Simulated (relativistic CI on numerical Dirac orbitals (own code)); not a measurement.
**Os⁶⁺: L2,3 absorption edge**

Computed with this model: Dirac-Coulomb-Breit CI, separate exchange-only KLI orbitals for each configuration, a model potential for QED, multiplet model of core-to-valence dipole absorption, unscaled Slater integrals; configurations [Xe] 4f14 5d2 → [He] 2s2 2p5 3s2 3p6 3d10 4s2 4p6 4d10 4f14 5s2 5p6 5d3; 300 K; Lorentzian 5 eV and Gaussian 1 eV FWHM. Energies are those of the free ion, without screening or charge transfer. The branching ratio is the share of the lower-energy edge in the whole absorption, uncertain by about 0.02 where the edges overlap. S is read from ⟨S²⟩ = S(S + 1).

Field parameters in Wybourne normalisation: D3d B²₀ = −7Dσ, B⁴₀ = −14Dq − 21Dτ, B⁴₃ = −14√(10/7) Dq; Oh B⁴₀ = 21Dq, B⁴₄ = √(5/14) B⁴₀; Td as Oh with Dq negative (B⁴₀ = 21Dq, B⁴₄ = √(5/14) B⁴₀). The field is a parameter set, without covalency.

Computed curve for Oh, 10Dq = 43800 cm⁻¹, scaled to 100 at the maximum (points under 2 are left out and the grid is thinned):

(Energy (eV), Intensity): (10858.0, 2.1), (10859.0, 2.3), (10860.5, 2.7), (10861.5, 3.0), (10863.0, 3.5), (10864.0, 4.0), (10865.5, 4.9), (10866.5, 5.7), (10867.5, 6.7), (10869.0, 8.9), (10870.0, 10.9), (10871.5, 15.8), (10872.5, 20.9), (10874.0, 33.7), (10875.0, 45.7), (10876.0, 58.3), (10877.5, 75.4), (10878.5, 82.3), (10880.0, 89.7), (10881.0, 97.5), (10882.0, 100.0), (10883.5, 84.5), (10884.5, 66.3), (10886.0, 41.1), (10887.0, 29.5), (10888.5, 18.8), (10889.5, 14.5), (10890.5, 11.5), (10892.0, 8.5), (10893.0, 7.2), (10894.5, 5.6), (10895.5, 4.8), (10897.0, 3.9), (10898.0, 3.5), (10899.0, 3.1), (10900.5, 2.6), (10901.5, 2.4), (10903.0, 2.1), (12382.0, 2.3), (12383.5, 3.1), (12384.5, 3.8), (12385.5, 4.9), (12387.0, 7.7), (12388.0, 10.7), (12389.5, 17.6), (12390.5, 22.1), (12391.5, 25.0), (12393.0, 26.9), (12394.0, 26.7), (12395.5, 26.0), (12396.5, 25.0), (12398.0, 21.1), (12399.0, 17.1), (12400.0, 13.0), (12401.5, 8.1), (12402.5, 6.0), (12404.0, 4.1), (12405.0, 3.3), (12406.5, 2.5), (12407.5, 2.1)

The ground state has S = 0.97, and the centroid lies at 11231.89 eV.
